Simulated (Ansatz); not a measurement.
CH4ClGeO2 (`C[O][Ge]([OH])[Cl]`) radical. Charge 0, multiplicity 2. The geometry is a stationary point of PBE0-D4/def2-TZVP. It is one conformer, not always the lowest.

```xyz
9

C    -0.402    1.415    0.336
O    -0.114    0.061    0.619
Ge   -0.244   -1.217   -0.607
O     0.613   -2.574    0.135
Cl    0.834   -0.621   -2.398
H     0.087    1.753   -0.584
H    -0.023    2.009    1.170
H    -1.480    1.588    0.251
H     0.729   -2.416    1.079
```

Question: What is the dipole moment at B3LYP/def2-TZVPP? (An estimate is asked.)

Answer: Computed: 2.49 D, with components (-1.39, 1.39, 1.52) D in this frame, pointing from negative to positive charge.

Question: And with PBE, r2SCAN, ωB97M-V? (Estimate.)

Answer: Ansatz gave: PBE 2.44 D, r2SCAN 2.49 D, ωB97M-V 2.46 D.

Question: Give the Mulliken charges with B3LYP, PBE, ωB97M-V in def2-TZVPP. (Best estimate.)

Answer: Computed: 
| atom | B3LYP | PBE | ωB97M-V |
| --- | --- | --- | --- |
| C1 | -0.12 | -0.13 | -0.17 |
| O2 | -0.40 | -0.33 | -0.40 |
| Ge3 | 0.69 | 0.59 | 0.68 |
| O4 | -0.39 | -0.35 | -0.39 |
| Cl5 | -0.29 | -0.28 | -0.27 |
| H6 | 0.10 | 0.10 | 0.12 |
| H7 | 0.11 | 0.11 | 0.12 |
| H8 | 0.10 | 0.10 | 0.12 |
| H9 | 0.19 | 0.19 | 0.18 |

B3LYP here is the variant with VWN-RPA as its local correlation; programs differ in this.
